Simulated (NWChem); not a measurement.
System: C2H8OSi; SMILES C([SiH2]C)O

Input file for NWChem:

```
start job
memory heap 200 mb stack 900 mb global 1100 mb
geometry units angstroms noautosym nocenter noautoz
  C      0.982232     1.582981     0.135358
  Si    -0.616145     0.644848    -0.156991
  C     -0.420406    -1.155081     0.414705
  O      0.693434    -1.697248    -0.259522
  H      0.942396     2.598963    -0.285448
  H      1.200536     1.664309     1.211464
  H      1.811547     1.038120    -0.341087
  H     -0.972321     0.660907    -1.610367
  H     -1.754001     1.251869     0.608450
  H     -0.294484    -1.165631     1.517961
  H     -1.358945    -1.708038     0.204106
  H      0.807825    -2.611618     0.017647
end
basis spherical
  * library def2-svp
end
dft
  xc pbe0
  iterations 150
end
cosmo
  do_cosmo_smd true
  solvent water
end
task dft energy
```

NWChem printed, in part:

```
             Northwest Computational Chemistry Package (NWChem) 7.3.0
             --------------------------------------------------------

                             Geometry "geometry" -> ""
                             -------------------------

 Output coordinates in angstroms (scale by  1.889725989 to convert to a.u.)

  No.       Tag          Charge          X              Y              Z
 ---- ---------------- ---------- -------------- -------------- --------------
    1 C                    6.0000     0.98223200     1.58298100     0.13535800
    2 Si                  14.0000    -0.61614500     0.64484800    -0.15699100
    3 C                    6.0000    -0.42040600    -1.15508100     0.41470500
    4 O                    8.0000     0.69343400    -1.69724800    -0.25952200
    5 H                    1.0000     0.94239600     2.59896300    -0.28544800
    6 H                    1.0000     1.20053600     1.66430900     1.21146400
    7 H                    1.0000     1.81154700     1.03812000    -0.34108700
    8 H                    1.0000    -0.97232100     0.66090700    -1.61036700
    9 H                    1.0000    -1.75400100     1.25186900     0.60845000
   10 H                    1.0000    -0.29448400    -1.16563100     1.51796100
   11 H                    1.0000    -1.35894500    -1.70803800     0.20410600
   12 H                    1.0000     0.80782500    -2.61161800     0.01764700

 Effective nuclear repulsion energy (a.u.)     172.9441134342

                                 NWChem DFT Module
                                 -----------------

 Summary of "ao basis" -> "ao basis" (spherical)
 ------------------------------------------------------------------------------
       Tag                 Description            Shells   Functions and Types
 ---------------- ------------------------------  ------  ---------------------
 C                          def2-svp                 6       14   3s2p1d
 Si                         def2-svp                 8       18   4s3p1d
 O                          def2-svp                 6       14   3s2p1d
 H                          def2-svp                 3        5   2s1p

 in cosmo_initialize ...
 calling solv_data for solv:h2o

 solvent parameters
 solvname_short: h2o
 solvname_long:  water
 dielec:       78.4000
 dielecinf:     1.7769
 aqueous SMD model solvent descriptors
 dielec:       78.4000
 sola:          0.8200

          ---------------
          -cosmo- solvent
          ---------------
 Cosmo: York-Karplus, doi: 10.1021/jp992097l
 dielectric constant -eps-     =  78.40
 screen = (eps-1)/(eps    )    =   0.98724
 surface charge correction     = lagrangian

   van der Waals surface
 --------------------------

[...]

                                COSMO-SMD solvation results
                                ---------------------------

             internal energy in gas <Psi(g)|H|Psi(g)> =      -445.221871295524
         internal energy in solvent <Psi(s)|H|Psi(s)> =      -445.220226462565
                               delta internal energy  =         0.001644832959 (    1.03 kcal/mol)
   total free energy in solvent <Psi(s)|H+V/2|Psi(s)> =      -445.232085445640
 polarization energy contribution <Psi(s)|V/2|Psi(s)> =        -0.011858983075 (   -7.44 kcal/mol)
    total free energy in solvent including G(SMD-CDS) =      -445.225804831878
                       G(SMD-CDS) energy contribution =         0.006280613762 (    3.94 kcal/mol)
     1 M fixed-concentration free energy of solvation =        -0.003933536354 (   -2.47 kcal/mol)

                       DFT Final Molecular Orbital Analysis
                       ------------------------------------

 Vector   19  Occ=2.000000D+00  E=-3.327580D-01
              MO Center=  1.1D-01,  1.0D+00, -1.5D-01, r^2= 2.9D+00
   Bfn.  Coefficient  Atom+Function         Bfn.  Coefficient  Atom+Function
  ----- ------------  ---------------      ----- ------------  ---------------
     4      0.346677   1 C  px               22     -0.256059   2 Si px
    76      0.203953   8 H  s                 7      0.198711   1 C  px
    25     -0.175639   2 Si px                5      0.149516   1 C  py
    19      0.144246   2 Si px               81      0.140040   9 H  s
    66      0.122839   6 H  s                 3     -0.115471   1 C  s

 Vector   20  Occ=2.000000D+00  E=-3.024230D-01
              MO Center= -2.0D-01, -5.7D-01,  1.1D-01, r^2= 2.9D+00
   Bfn.  Coefficient  Atom+Function         Bfn.  Coefficient  Atom+Function
  ----- ------------  ---------------      ----- ------------  ---------------
    37      0.346916   3 C  py               23     -0.258313   2 Si py
    40      0.208476   3 C  py               49     -0.196484   4 O  s
    51     -0.193646   4 O  py               38     -0.182085   3 C  pz
    96      0.177789  12 H  s                52      0.154778   4 O  pz
    35      0.150658   3 C  s                91     -0.143511  11 H  s

 Vector   21  Occ=2.000000D+00  E=-2.907531D-01
              MO Center=  2.6D-01, -1.5D+00,  2.5D-02, r^2= 1.8D+00
   Bfn.  Coefficient  Atom+Function         Bfn.  Coefficient  Atom+Function
  ----- ------------  ---------------      ----- ------------  ---------------
    52      0.406844   4 O  pz               50      0.327819   4 O  px
    55      0.324318   4 O  pz               53      0.262677   4 O  px
    86     -0.226029  10 H  s                91      0.223394  11 H  s
    51      0.164043   4 O  py               38     -0.159423   3 C  pz
    92      0.136092  11 H  s                54      0.133618   4 O  py

 Vector   22  Occ=0.000000D+00  E= 5.298274D-02
              MO Center=  1.1D-01, -3.3D-01,  8.7D-02, r^2= 6.7D+00
   Bfn.  Coefficient  Atom+Function         Bfn.  Coefficient  Atom+Function
  ----- ------------  ---------------      ----- ------------  ---------------
     3      1.522899   1 C  s                25     -1.010407   2 Si px
    35      0.709240   3 C  s                82     -0.662795   9 H  s
    97     -0.574881  12 H  s                49      0.500444   4 O  s
    67     -0.479114   6 H  s                62     -0.447067   5 H  s
    87     -0.424560  10 H  s                72     -0.389424   7 H  s

 Vector   23  Occ=0.000000D+00  E= 6.261165D-02
              MO Center= -7.4D-01,  6.5D-01, -1.3D-01, r^2= 5.1D+00
   Bfn.  Coefficient  Atom+Function         Bfn.  Coefficient  Atom+Function
  ----- ------------  ---------------      ----- ------------  ---------------
    35      1.617946   3 C  s                26      1.409493   2 Si py
     3     -1.264262   1 C  s                87     -0.488219  10 H  s
    92     -0.485678  11 H  s                72      0.420839   7 H  s
    40      0.304842   3 C  py               82     -0.305600   9 H  s
    62      0.277792   5 H  s                25      0.268795   2 Si px

 Vector   24  Occ=0.000000D+00  E= 7.968028D-02
              MO Center= -3.7D-01,  2.7D-01,  5.3D-02, r^2= 5.6D+00
   Bfn.  Coefficient  Atom+Function         Bfn.  Coefficient  Atom+Function
  ----- ------------  ---------------      ----- ------------  ---------------
    27      1.371236   2 Si pz               77      1.218153   8 H  s
     3     -1.060198   1 C  s                35     -0.686206   3 C  s
    49      0.432456   4 O  s                97     -0.426294  12 H  s
    25      0.402114   2 Si px               62      0.394917   5 H  s
    82     -0.357463   9 H  s                72      0.300412   7 H  s

     Multipole analysis of the density
     ---------------------------------

     L   x y z        total         alpha         beta         nuclear
     -   - - -        -----         -----         ----         -------
     0   0 0 0     -0.000000    -21.000000    -21.000000     42.000000

     1   1 0 0     -0.045916     -0.660694     -0.660694      1.275472
     1   0 1 0     -0.546330     -0.033330     -0.033330     -0.479671
     1   0 0 1      0.654739     -0.002439     -0.002439      0.659616

     2   2 0 0    -26.282459    -63.546583    -63.546583    100.810706
     2   1 1 0      0.782375     -1.946102     -1.946102      4.674579
     2   1 0 1      0.367794      0.144404      0.144404      0.078986
     2   0 2 0    -20.144368   -145.076084   -145.076084    270.007799
     2   0 1 1     -1.585108      1.043692      1.043692     -3.672492
     2   0 0 2    -25.862484    -29.002473    -29.002473     32.142462
```

Level: PBE0/def2-SVP, SMD on the gas-phase geometry. Structure relaxed at the PBE0/def2-SVP level. Solvent: water.
